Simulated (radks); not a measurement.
Question: Spherical quantum dot in the effective-mass picture: electrons in a well V = -V0 / (1 + exp((r - R)/a)) with V0 = 2.1, R = 10.2, a = 0.95, all in effective atomic units (hartree* = m*/eps^2 hartree, bohr* = eps/m* bohr), one dielectric constant everywhere. Method: non-relativistic Kohn-Sham, PBEsol, spin-polarised, spherical densities; computed with a radial shooting solver with Libxc functionals. Levels are named by radial order and angular momentum (1s, 1p, 1d, 2s, ...), and open shells are averaged over m. At N = 5 the configuration is 1s2 1p(up 3, down 0). Does electron 6 go into 1d down or 1p down or 1d up?

Answer: Into 1p down. The total energies of the other choices lie higher by 0.0307 hartree* (1d up), 0.0582 hartree* (1d down).
